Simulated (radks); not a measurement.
Q: Ti3+, configuration [Ar] 4s1 (not the ground configuration). Calculated with a radial shooting solver on a logarithmic mesh with Libxc functionals: scalar-relativistic Kohn-Sham, PBEsol, spin-unpolarised, spherical densities, finite nucleus; Fermi nuclear charge, rms radius 3.5921 fm. Some entries of the table are withheld. Estimate them.

orbital,occ.,eigenvalue (eV),<r^2> (bohr^2),r(max) (bohr)
1s,2,-4904.639,0.006525,0.04559
2s,2,-579.7450,0.1251,0.2692
2p,6,-487.2952,(1),0.2197
3s,2,-102.2113,(2),0.8591
3p,6,-77.8738,(3),0.8836
3d,0,(4),1.704,(5)
4s,1,-29.0476,(6),2.321
4p,0,-23.2379,9.103,2.597

A: 
(1) 2p <r^2> (bohr^2): 0.1038
(2) 3s <r^2> (bohr^2): 1.100
(3) 3p <r^2> (bohr^2): 1.248
(4) 3d eigenvalue (eV): -41.0841
(5) 3d r(max) (bohr): 0.8872
(6) 4s <r^2> (bohr^2): 7.208
